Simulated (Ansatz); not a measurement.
Calculated with Ansatz (gas phase, PBE0-D4/def2-TZVP geometries, no zero-point term in ΔE). CCSD(T)/CBS is the MP2 limit (def2-TZVPP, def2-QZVPP) plus CCSD(T) − MP2 in def2-TZVPP, frozen cores. This one scheme is used for every species. Functionals use def2-TZVPP. One conformer a species, not always the lowest.

Reaction (ligand exchange at the Si–F bond): `CO[Si@@H](N)[Si@H](N)F` + CH₃OH → `CO[Si@@H](N)[Si@@H](N)OC` + H–F

CCSD(T)/CBS gives +51.8 kJ/mol.

Task: Another level gave +54.8 kJ/mol. Which?
A. CAM-B3LYP/def2-TZVPP
B. r2SCAN0-D4/def2-TZVPP
C. r2SCAN/def2-TZVPP
D. MP2/def2-TZVPP

Result: B. r2SCAN0-D4 54.8, CAM-B3LYP 63.8, MP2/def2-TZVPP 47.8, r2SCAN 58.8 kJ/mol.

Largest T1 diagnostic among the species: 0.012.

Leaving LDA and LC-ωPBE aside and taking each functional with its dispersion term where it has one, the values, not all of them listed here, spread over 9.1 kJ/mol, from revPBE-D4 to B2PLYP. LDA lies −7.7 kJ/mol from PBE without D4. The D4 term adds −9.4 kJ/mol with B3LYP and −5.7 kJ/mol with PBE0; it sums over pairs of atoms, weighted by their polarisabilities, and B3LYP, whose exchange is more repulsive, gets the larger term.

B3LYP here is the variant with VWN-RPA as its local correlation; programs differ in this.
